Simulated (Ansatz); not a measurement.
The same bond dissociation along the group B, Al, Ga, In.

Gas-phase electronic energies from Ansatz, PBE0-D4/def2-TZVP geometries. CBS: MP2 limit from def2 TZ/QZ plus the TZ coupled-cluster correction, frozen cores. This one scheme is used for every species. Functionals use def2-TZVPP. B3LYP here is the variant with VWN-RPA as its local correlation; programs differ in this. No spin–orbit coupling; open shells (•) take unrestricted orbitals. Elements past krypton have def2 core potentials. For Br, Ga, In outer-core shells are correlated without core-valence functions, which leaves a few kJ/mol of doubt a bond. Scalar relativity is left out up to krypton. Each species was taken in one conformer, which may not be the lowest.

```csv
reaction,CCSD(T)/CBS(def2) (kcal/mol)
`CB(S)Br` → `S[B]Br`• + `[CH3]`•,?
`[CH3][Al]([SH])[Br]` → `[SH][Al][Br]`• + `[CH3]`•,85.9
`[CH3][Ga]([SH])[Br]` → `[SH][Ga][Br]`• + `[CH3]`•,82.4
`[CH3][In]([SH])[Br]` → `[SH][In][Br]`• + `[CH3]`•,67.4
```

Q: Fill in the missing values. (An estimate is asked.)

A: Computed: `CB(S)Br` → `S[B]Br`• + `[CH3]`•: +107.6 kcal/mol.

Largest T1 diagnostic: 0.016, for `[SH][In][Br]`•.
